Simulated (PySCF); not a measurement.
Compound: C₇H₁₀O.
Numbering: `[CH3:1][O:2][CH:3]1[CH:4]=[CH:5][CH2:6][CH:7]=[CH:8]1`

Cartesian coordinates in Å at the GFN2-xTB level; atoms count from 1:
```xyz
18
C7H10O angstrom
C      2.8240    0.0821   -0.5411
O      1.8221    0.2238    0.4283
C      0.5087    0.3762   -0.0917
C     -0.3385    1.0230    0.9676
C     -1.6246    0.7568    1.1104
C     -2.3452   -0.2304    0.2456
C     -1.3886   -1.1930   -0.3853
C     -0.1020   -0.9288   -0.5298
H      2.6979   -0.8250   -1.1433
H      3.7664    0.0194   -0.0001
H      2.8500    0.9481   -1.2166
H      0.5589    1.0573   -0.9677
H      0.1839    1.7139    1.6105
H     -2.2100    1.2472    1.8748
H     -3.0830   -0.7769    0.8399
H     -2.9022    0.3015   -0.5361
H     -1.8001   -2.1366   -0.7154
H      0.5734   -1.6524   -0.9616
```

Definitions: NICS(0) = −σiso at the ring centroid; NICS(1) = −σiso and NICS(1)zz = −σzz at ±1 Å along the ring normal z. Level: GIAO PBE0/pcSseg-1 (PySCF, non-relativistic, gas phase) on the GFN2-xTB geometry, one conformer.

Ring bond lengths (Å), with Mayer bond orders in brackets: C3–C4 1.503 (1.03), C4–C5 1.321 (1.92), C5–C6 1.497 (1.04), C6–C7 1.497 (1.04), C7–C8 1.321 (1.94), C8–C3 1.506 (0.99).

Give the NICS values of each ring in ppm.

```
             ring                                                    type  NICS(0)  NICS(1), two faces  NICS(1)zz, two faces  rms pucker (Å)  centre to ring atoms, mean (Å)
C3–C4–C5–C6–C7–C8  6-membered carbocycle; formal bonds 2 double, 4 single     -0.4         -1.6 / -3.9           -0.4 / -2.8            0.13                            1.43
```

What can be read from them?

- C3–C4–C5–C6–C7–C8: mean NICS(1)zz -1.6 ppm, near zero. C3, C6 have four or more neighbours, so the value isn't read as a sign of a π ring current.

Give the inner angles of the rings and the Hirshfeld charges of the ring atoms.

- C3–C4–C5–C6–C7–C8: C3 110.4° (+0.041 e), C4 122.6° (-0.057 e), C5 122.6° (-0.047 e), C6 111.1° (-0.069 e), C7 122.7° (-0.046 e), C8 122.4° (-0.062 e); sum 711.8° against 720° for a flat convex ring.

How shielded are the nuclei of the rings and their hydrogens (means over atoms taken as equivalent)?

| atoms | environment | σ isotropic (ppm) | principal values of the symmetric part, first atom (ppm) |
| --- | --- | --- | --- |
| C3 | sp3 carbon bound to oxygen | 110.3 | 84.7, 96.0, 150.2 |
| C4 (×2) | alkene CH carbon | 50.9 | -60.0, 60.7, 143.6 |
| C5 (×2) | alkene CH carbon | 55.5 | -54.5, 56.8, 165.1 |
| C6 | allylic carbon | 155.7 | 135.7, 163.8, 167.4 |
| H12 | methine hydrogen | 27.58 | 24.2, 27.7, 30.8 |
| H13 (×2) | vinylic hydrogen | 25.38 | 23.4, 24.8, 28.4 |
| H14 (×2) | vinylic hydrogen | 25.62 | 23.3, 26.0, 27.7 |
| H15 | methylene hydrogen | 28.98 | 24.4, 27.7, 34.8 |
| H16 | methylene hydrogen | 29.01 | 25.4, 26.0, 35.6 |
